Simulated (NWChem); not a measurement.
# C2H2BCl; SMILES C#CBCl

All runs: NWChem. Pople sets run with spherical d functions. Structure relaxed at the PBE0/def2-SVP level. Static field.

For level LDA (Slater exchange, VWN5)/6-31+G*:

* **isotropic polarisability (bohr³)**: 48.2
* **anisotropy (bohr³)**: 45.3

Q: What are these values for level B3LYP/6-31+G*?

A: The isotropic polarisability (bohr³) is 46.3. The anisotropy (bohr³) is 42.4.
